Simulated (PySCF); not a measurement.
C6H5 (SMILES [c]1ccccc1), doublet, at a GFN2-xTB geometry, with bond 9-4 at 1.6 times its length; B3LYP/STO-3G run with PySCF.

Input for PySCF:
```python
from pyscf import gto, scf, dft

mol = gto.Mole()
mol.atom = '''
    C     0.00657844    1.39392329    0.00206971
    C     1.21285736    0.75889559    0.00993894
    C     1.20046399   -0.63514077    0.00782669
    C    -0.00619493   -1.31265934   -0.00194905
    C    -1.20640519   -0.62375584   -0.00969592
    C    -1.20564035    0.77033552   -0.00766832
    H     2.14773318    1.29894833    0.01753479
    H     2.13549697   -1.17724242    0.01385411
    H    -0.01435648   -3.04203184   -0.00451684
    H    -2.14651307   -1.15698773   -0.01732000
    H    -2.13537713    1.31920822   -0.01364732
'''
mol.basis = 'sto-3g'
mol.spin = 1
mol.verbose = 4
mol.build()

mf = dft.UKS(mol)
mf.xc = 'b3lyp'
mf.level_shift = 0.3
mf.max_cycle = 100
mf.kernel()
mf.analyze()
```

What the program printed (banner, timings and long lists left out):

```
PySCF version 2.14.0

[INPUT] verbose = 4
[INPUT] num. atoms = 11
[INPUT] num. electrons = 41
[INPUT] charge = 0
[INPUT] spin (= nelec alpha-beta = 2S) = 1
[INPUT] symmetry False subgroup None
[INPUT] Mole.unit = angstrom
[INPUT] Symbol           X                Y                Z      unit          X                Y                Z       unit  Magmom
[...]
nuclear repulsion = 193.71901800894
number of shells = 23
number of NR pGTOs = 105
number of NR cGTOs = 35
basis = sto-3g
ecp = {}

******** <class 'pyscf.dft.uks.UKS'> ********
method = UKS
initial guess = minao
damping factor = 0
level_shift factor = 0.3
DIIS = <class 'pyscf.scf.diis.CDIIS'>
diis_start_cycle = 1
diis_space = 8
diis_damp = 0
SCF conv_tol = 1e-09
SCF conv_tol_grad = None
SCF max_cycles = 100
direct_scf = True
direct_scf_tol = 1e-13
number electrons alpha = 21  beta = 20
XC library pyscf.dft.libxc version 7.1.2
    S. Lehtola, C. Steigemann, M. J. T. Oliveira, and M. A. L. Marques,  SoftwareX 7, 1–5 (2018)
XC functionals = b3lyp
    P. J. Stephens, F. J. Devlin, C. F. Chabalowski, and M. J. Frisch,  J. Phys. Chem. 98, 11623 (1994)
radial grids:
    Treutler-Ahlrichs [JCP 102, 346 (1995); DOI:10.1063/1.469408] (M4) radial grids

becke partition: Becke, JCP 88, 2547 (1988); DOI:10.1063/1.454033
pruning grids: <function nwchem_prune>
grids dens level: 3
symmetrized grids: False
atomic radii adjust function: <function treutler_atomic_radii_adjust>
small_rho_cutoff = 0
Set gradient conv threshold to 3.16228e-05
tot grids = 133752
init E= -229.652161116205

cycle= 1 E= -228.561739355345  delta_E= 1.09  |g|= 0.135  |ddm|= 3.36
cycle= 2 E= -228.581560379699  delta_E= -0.0198  |g|= 0.0682  |ddm|= 0.275
cycle= 3 E= -228.586175525452  delta_E= -0.00462  |g|= 0.0219  |ddm|= 0.123
cycle= 4 E= -228.58714476762  delta_E= -0.000969  |g|= 0.0115  |ddm|= 0.0526
cycle= 5 E= -228.587438852773  delta_E= -0.000294  |g|= 0.00728  |ddm|= 0.0286
cycle= 6 E= -228.587564981782  delta_E= -0.000126  |g|= 0.00372  |ddm|= 0.0188
cycle= 7 E= -228.587616308632  delta_E= -5.13e-05  |g|= 0.00225  |ddm|= 0.0134
cycle= 8 E= -228.58764050947  delta_E= -2.42e-05  |g|= 0.00142  |ddm|= 0.0106
cycle= 9 E= -228.587650576116  delta_E= -1.01e-05  |g|= 0.000879  |ddm|= 0.00728
cycle= 10 E= -228.587654640453  delta_E= -4.06e-06  |g|= 0.000566  |ddm|= 0.00497
cycle= 11 E= -228.587656207301  delta_E= -1.57e-06  |g|= 0.000357  |ddm|= 0.00325
cycle= 12 E= -228.587656782674  delta_E= -5.75e-07  |g|= 0.000209  |ddm|= 0.00205
cycle= 13 E= -228.587656975491  delta_E= -1.93e-07  |g|= 0.000125  |ddm|= 0.00119
cycle= 14 E= -228.587657044531  delta_E= -6.9e-08  |g|= 7.36e-05  |ddm|= 0.000711
cycle= 15 E= -228.587657070365  delta_E= -2.58e-08  |g|= 4.56e-05  |ddm|= 0.000419
cycle= 16 E= -228.587657081826  delta_E= -1.15e-08  |g|= 2.85e-05  |ddm|= 0.00028
cycle= 17 E= -228.587657087655  delta_E= -5.83e-09  |g|= 1.91e-05  |ddm|= 0.000215
cycle= 18 E= -228.587657090891  delta_E= -3.24e-09  |g|= 1.26e-05  |ddm|= 0.000189
cycle= 19 E= -228.587657092164  delta_E= -1.27e-09  |g|= 8.34e-06  |ddm|= 0.000126
cycle= 20 E= -228.587657092588  delta_E= -4.24e-10  |g|= 5.45e-06  |ddm|= 7.46e-05
Extra cycle  E= -228.587657092688  delta_E= -1e-10  |g|= 3.36e-06  |ddm|= 2.49e-05
converged SCF energy = -228.587657092688  <S^2> = 0.76071868  2S+1 = 2.0106901
**** SCF Summaries ****
Total Energy =                        -228.587657092688033
Nuclear Repulsion Energy =             193.719018008939628
One-electron Energy =                 -691.728354577164055
Two-electron Energy =                  269.421679475536394
Two-electron Coulomb Energy =          303.741296517467504
DFT Exchange-Correlation Energy =      -34.319617041931096
**** MO energy ****
                             alpha | beta                alpha | beta
[...]
To work with the spin densities directly, `use mulliken_meta_spin()` only printing them here.

 ** Mulliken spin pop alpha/beta on meta-lowdin orthogonal AOs **
 ** Mulliken Spin Density (per AO)  **
spin_pop of  0 C 1s       -0.00000
spin_pop of  0 C 2s        0.16657
spin_pop of  0 C 2px       0.01731
spin_pop of  0 C 2py       0.72718
spin_pop of  0 C 2pz       0.08087
spin_pop of  1 C 1s        0.00000
spin_pop of  1 C 2s       -0.00631
spin_pop of  1 C 2px      -0.00451
spin_pop of  1 C 2py      -0.00581
spin_pop of  1 C 2pz      -0.04907
spin_pop of  2 C 1s        0.00000
spin_pop of  2 C 2s        0.00916
spin_pop of  2 C 2px       0.00174
spin_pop of  2 C 2py       0.02694
spin_pop of  2 C 2pz       0.02871
spin_pop of  3 C 1s        0.00000
spin_pop of  3 C 2s       -0.00790
spin_pop of  3 C 2px      -0.00333
spin_pop of  3 C 2py      -0.02001
spin_pop of  3 C 2pz      -0.04014
spin_pop of  4 C 1s        0.00000
spin_pop of  4 C 2s        0.00916
spin_pop of  4 C 2px       0.00171
spin_pop of  4 C 2py       0.02697
spin_pop of  4 C 2pz       0.02871
spin_pop of  5 C 1s        0.00000
spin_pop of  5 C 2s       -0.00631
spin_pop of  5 C 2px      -0.00444
spin_pop of  5 C 2py      -0.00587
spin_pop of  5 C 2pz      -0.04907
spin_pop of  6 H 1s        0.01915
spin_pop of  7 H 1s        0.00316
spin_pop of  8 H 1s        0.03312
spin_pop of  9 H 1s        0.00316
spin_pop of  10 H 1s        0.01915
 ** Mulliken Spin Density (per atom)  **
spin density of  0 C =      0.99193
spin density of  1 C =     -0.06569
spin density of  2 C =      0.06654
spin density of  3 C =     -0.07138
spin density of  4 C =      0.06654
spin density of  5 C =     -0.06569
spin density of  6 H =      0.01915
spin density of  7 H =      0.00316
spin density of  8 H =      0.03312
spin density of  9 H =      0.00316
spin density of  10 H =      0.01915
 ** Mulliken pop alpha/beta on meta-lowdin orthogonal AOs **
 ** Mulliken pop       alpha | beta **
[...]
In total            21.00000 | 20.00000
 ** Mulliken atomic charges   ( Nelec_alpha | Nelec_beta ) **
charge of  0C =      0.00809  (     3.49192      2.49999 )
charge of  1C =     -0.06616  (     3.00023      3.06593 )
charge of  2C =     -0.05187  (     3.05920      2.99266 )
charge of  3C =     -0.00645  (     2.96753      3.03891 )
charge of  4C =     -0.05186  (     3.05920      2.99266 )
charge of  5C =     -0.06616  (     3.00023      3.06593 )
charge of  6H =      0.05893  (     0.48011      0.46096 )
charge of  7H =      0.05728  (     0.47294      0.46978 )
charge of  8H =      0.00200  (     0.51556      0.48244 )
charge of  9H =      0.05728  (     0.47294      0.46978 )
charge of  10H =      0.05893  (     0.48011      0.46096 )
Dipole moment(X, Y, Z, Debye): -0.00086, -0.18182, -0.00027
```
